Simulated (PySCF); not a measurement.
# A small calculation by hand: chemical shift, span and skew from a shielding tensor

B(H)3(HNMe2) (C₂H₁₀BN), SMILES [BH3]<-N(C)C (connectivity only; charge and spin as stated), neutral, multiplicity 1. Atoms are numbered in the order given.

```xyz
14

B      1.5799     0.1163     0.0000
H      2.0563    -0.3619    -1.0214
H      1.5670     1.3416     0.0000
H      2.0563    -0.3619     1.0214
C     -0.7016     0.1001    -1.2236
N     -0.0004    -0.3375     0.0000
C     -0.7016     0.1001     1.2236
H     -1.7494    -0.2412    -1.2278
H     -0.6699     1.1970    -1.2655
H     -0.1705    -0.2952    -2.0977
H      0.0233    -1.3601     0.0000
H     -1.7494    -0.2412     1.2278
H     -0.6699     1.1970     1.2655
H     -0.1705    -0.2952     2.0977
```

The structure is a stationary point at B3LYP-D3(BJ)/def2-SVP. The isomer is the one that the SMILES or the coordinates give; other isomers of the formula were not compared. The values are those of a single conformer.

GIAO shieldings from B3LYP/pcSseg-1 (PySCF), non-relativistic, no solvent. The symmetric part of the tensor of C5 has the principal values 104.2, 115.7, 179.1 ppm. The same nucleus in TMS has σ = 181.3 ppm at this level (PySCF, at its B3LYP-D3(BJ)/def2-TZVP geometry).

Work out the isotropic shielding, the ¹³C shift against TMS, the span and the skew.


σ(iso) = (σ11 + σ22 + σ33)/3 = 133.0 ppm. δ = σ(ref) − σ(iso) = 181.3 − (133.0) = 48.3 ppm.
Span Ω = σ33 − σ11 = 74.9 ppm. Skew κ = 3(σ(iso) − σ22)/Ω = 0.69. Tumbling in solution averages the tensor to δ; in a static solid the shielding alone would spread this spin-1/2 line over Ω.
